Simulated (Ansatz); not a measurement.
Job for Ansatz (a first-principles code): R-PBE0/def2-TZVPPD on CH5BrO (a complex), monomers drawn apart or pushed together. Files ending in .json are basis or fitting sets from the Basis Set Exchange.

Ansatz 0.2 input:
```yaml
crystal:
  periodic: [false, false, false]
  atoms:
    - {symbol: C, position_ang: [0.56061858, -0.27753152, -0.17024474]}
    - {symbol: O, position_ang: [-0.53156918, -0.25314928, 0.75536856]}
    - {symbol: H, position_ang: [0.20021335, -0.23209696, -1.20030305]}
    - {symbol: H, position_ang: [1.07562891, -1.22291512, -0.01576277]}
    - {symbol: H, position_ang: [1.26091662, 0.54109299, 0.01286204]}
    - {symbol: H, position_ang: [-1.01019897, 0.57794457, 0.66183339]}
    - {symbol: Br, position_ang: [0.99243109, -0.44197295, 4.37200396]}
    - {symbol: H, position_ang: [0.30007896, -0.40816936, 3.08857717]}
basis:
  gaussian:
    orbitals: def2-TZVPPD.json
hamiltonian:
  xc: {name: PBE0}
scf: {lower_state_search: off}
```

The log:

```
WARN ansatz: RAYON_NUM_THREADS=2 ignored (pool sized by the plan → 2); use --threads N
Functional definition: PBE0
these checks for a lower state are left out or cut short: stability, starts, cluster_reference, orbital_swaps, neighbouring_geometries, increment
integrals: 0.12 GiB planned
1125 factors; their error is unknown
mean field: 1.14 GiB planned
mean field evaluation 1: about -73196.8314 eV, gradient 4.8e1 eV
mean field evaluation 2: about -73192.7582 eV, gradient 6.7e1 eV
mean field evaluation 4: about -73201.1795 eV, gradient 2.7e0 eV
mean field evaluation 8: about -73201.5098 eV, gradient 1.0e-1 eV
mean field evaluation 16: about -73201.5098 eV, gradient 1.9e-6 eV
mean field -73201.50984895 eV, -2690.1058691836 hartree, gradient 1.9e-6 eV, S^2 0.000000; 0 other end points of the search recorded, 0 dependent functions left out
reference -73201.50989197 eV, -2690.1058707644 hartree; 27, 27 occupied and 192, 192 virtual orbitals, 1125 factors
Total energy: -73201.50989197 eV, -2690.1058707644 hartree
Checks for a lower state left out: stability, starts, cluster_reference, orbital_swaps, neighbouring_geometries, increment
```

Self-consistency was reached.

Cost: around 1.9 core-seconds (rough).
